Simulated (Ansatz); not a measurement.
One change: `C=CB(C)[SiH3]` becomes `CB([SiH3])[SiH3]`.

Ansatz, PBE0-D4/def2-TZVP geometries, multiplicity 1. Each molecule was computed in one conformer, which needn't be the lowest.

```csv
property,`C=CB(C)[SiH3]`
HOMO–LUMO gap (ωB97M-V/def2-TZVPP) / eV,9.66
size of the dipole moment (ωB97M-V/def2-TZVPP) / D,1.77
HOMO–LUMO gap (PBE0/def2-TZVPP) / eV,5.53
HOMO energy (PBE/def2-TZVPP) / eV,-6.43
HOMO–LUMO gap (PBE/def2-TZVPP) / eV,3.43
HOMO–LUMO gap (B3LYP/def2-TZVPP) / eV,5.17
```

Q: What does the change do to each property? (An estimate is asked.)

A: Ansatz gave: 
```
                                          property  `CB([SiH3])[SiH3]`  shift
           HOMO–LUMO gap (ωB97M-V/def2-TZVPP) / eV                9.23  -0.43
size of the dipole moment (ωB97M-V/def2-TZVPP) / D                1.34  -0.43
              HOMO–LUMO gap (PBE0/def2-TZVPP) / eV                5.17  -0.36
                 HOMO energy (PBE/def2-TZVPP) / eV               -6.32   0.11
               HOMO–LUMO gap (PBE/def2-TZVPP) / eV                3.11  -0.32
             HOMO–LUMO gap (B3LYP/def2-TZVPP) / eV                4.84  -0.33
```

With PBE0 the HOMO rises by 0.15 eV and the LUMO falls by 0.21 eV, so the gap narrows by about 0.36 eV. PBE moves the HOMO by 0.11 eV and ωB97M-V by 0.21 eV. Dipoles are sizes alone; their direction can turn.

B3LYP here is the variant with VWN-RPA as its local correlation; programs differ in this.
